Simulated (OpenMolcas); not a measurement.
**P I: Slater's ratio, thermal populations, worked from levels**

- Program: OpenMolcas 26.06
- Basis: ANO-RCC-VQZP [6s5p3d2f1g]
- Scalar Hamiltonian: DKH2, point nucleus
- Active space: 5 electrons in 4 orbitals (3s 3p)
- State averaging: 2S+1 = 4 odd, 1 root; 2S+1 = 2 odd, 8 roots
- Spin-orbit coupling: RASSI with atomic mean-field integrals over the reference wave functions, term energies averaged over their components

Methods: CASSCF; SS-CASPT2, IPEA 0.25 Eh, imaginary shift 0.1 Eh (closed shells correlated: 2s 2p). Measured levels: NIST Handbook of Basic Atomic Spectroscopic Data.

**Slater's ratio.** With one set of orbitals, p3 has ²D° - ⁴S° = 9 F2 and ²P° - ²D° = 6 F2 (F2 = F²/25), a ratio of 2/3. Term energies are centres of gravity, weighted by 2J + 1.

| Source | ²D° - ⁴S° | ²P° - ⁴S° | F2 from the first | Ratio |
| --- | --- | --- | --- | --- |
| CASSCF | 15343 | 20718 | 1705 | 0.350 |
| SS-CASPT2 | 11263 | 18383 | 1251 | 0.632 |
| measured | 11370 | 18740 | 1263 | 0.648 |

Energies in cm-1. A ratio away from 2/3 shows effects beyond one configuration with one set of orbitals, and in heavier atoms second-order spin-orbit shifts. In CASSCF the valence s occupation is 1.95 in ²P° against 2.00 in ²D°: mixing out of s² acts most on ²P° and pulls it down.

**Thermal populations.** Z = Σ (2J + 1) exp(-E/kT) with k = 0.695035 cm-1/K, over the levels below. No other level of either list lies under 55900 cm-1, which is above 7 kT at each temperature.

```
          Level  2J + 1  SS-CASPT2  measured
3s² 3p³ ⁴S°_3/2       4        0.0       0.0
3s² 3p³ ²D°_3/2       4      11260     11361
3s² 3p³ ²D°_5/2       6      11270     11377
3s² 3p³ ²P°_1/2       2      18380     18723
3s² 3p³ ²P°_3/2       4      18380     18748
```

```
T (K)  Z, SS-CASPT2  Z, measured levels  Ground level (%), SS-CASPT2  Ground level (%), measured levels
 5000         4.421               4.407                         90.5                               90.8
 8000         5.538               5.500                         72.2                               72.7
```

At 8000 K, kT = 5560 cm-1, and the computed levels give Z = 4.000 + 0.528 + 0.790 + 0.073 + 0.147 = 5.538.

CASPT2 does not keep the components of a term degenerate, so their means are used; among the terms shown or strongly mixed into the levels shown the widest spread is 140 cm-1 (3s² 3p³ ²D°, SS-CASPT2). No level of 3s 3p⁴ was computed, though it lies in the active space. Without dynamic correlation excited terms often stand tens of per cent too high (terms of higher spin than the ground term too low), and those without a measured partner can miss by more than the paired ones (holds for CASSCF). Measured partners are found by configuration, term and J. A level has none where our copy of the source lacks it or the pairing is in doubt (some pairs that miss far off the trend of their configuration count as doubtful), and it then counts in no deviation. Levels of configurations outside the active space are missing.

° marks odd parity.
